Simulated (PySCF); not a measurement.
## PBE0 on Sc+ (scandium, charge +1)

Configuration: [Ar] 3d1 4s1, high-spin 3D determinant. Computed with PySCF 2.14 in dyall-av2z, with the non-relativistic Hamiltonian (point nucleus).

* Total energy: -760.195 hartree
* One-electron energy: -1035.124 hartree
* Hartree (Coulomb) energy: 313.525 hartree
* Exchange-correlation energy: -38.596 hartree
* Kinetic energy: 759.48575 hartree
* ⟨S²⟩: 2.0004
* ⟨L²⟩: 6.005
* Sum of ⟨r⟩: 16.92 bohr
* Sum of ⟨r²⟩: 29.93 bohr²
* Traceless quadrupole moment −½Σ⟨3z² − r²⟩ along its main axis: 0.834 e·bohr²
* Density at the nucleus (Gaussians lack the cusp): 6100 bohr⁻³
* Spin density at the nucleus: 2.78 bohr⁻³
* Langevin diamagnetic susceptibility: -23.7 ×10⁻⁶ cm³/mol

```csv
shell,electrons,mean orbital energy (eV),spread (eV),"rms radius, mean of both spins (bohr)"
1s α,1,-4413.8,0,0.0853
1s β,1,-4413.7,0,0.0853
2s α,1,-489.32,0,0.375
2s β,1,-489.01,0,0.375
2p α,3,-404.72,0.252,0.342
2p β,3,-404.48,0.499,0.342
3s α,1,-66.029,0,1.16
3s β,1,-64.952,0,1.16
3p α,3,-43.686,0.117,1.27
3p β,3,-42.538,1.309,1.27
3d α,1,-12.401,0,1.90
4s α,1,-10.764,0,3.61
```
